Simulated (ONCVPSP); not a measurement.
PBE ONCV dataset for bismuth (Bi), scalar-relativistic all-electron reference.

ONCVPSP 4.0.1 input, shortened (lines: element, Z, core and valence counts, functional; n l f; lmax; l rc ep ncon nbas qcut; lloc lpopt rc5 dvloc0; l nproj debl; icmod fcfact rcfact), PBE, scalar-relativistic:

```
  Bi 83.00   12    3        4      upf
    1    0    2.00
    2    0    2.00
    2    1    6.00
    3    0    2.00
    3    1    6.00
    3    2   10.00
    4    0    2.00
    4    1    6.00
    4    2   10.00
    4    3   14.00
    5    0    2.00
    5    1    6.00
    5    2   10.00
    6    0    2.00
    6    1    2.50
    2
    0    1.85    0.00    3    7    3.90
    1    2.65    0.00    5    8    2.80
    2    2.00    0.00    4    8    6.40
    0    5    1.85    0.00
    0    0    2.80
    1    2    1.20
    2    2    3.50
    0    0.00    0.00
```

All-electron outer shells of the reference configuration (PBE, scalar-relativistic, ld1.x):

```
shell  level (eV)  outermost node (bohr)  outermost maximum (bohr)
   4f     -156.48                      –                      0.34
   5p      -99.74                   0.48                      0.86
   5d      -30.95                   0.51                      1.03
   6s      -18.15                   0.98                      1.86
   6p       -7.87                   1.14                      2.41
```

(1) Does the generator finish with these settings?

## Answers

(1) No. ONCVPSP 4.0.1 stopped with "ERROR pspot: first pseudo wave function has node, program will stop": the optimised pseudo-wave of the first projector has a node, so the radial equation cannot be inverted for a potential. It happened in the s channel.
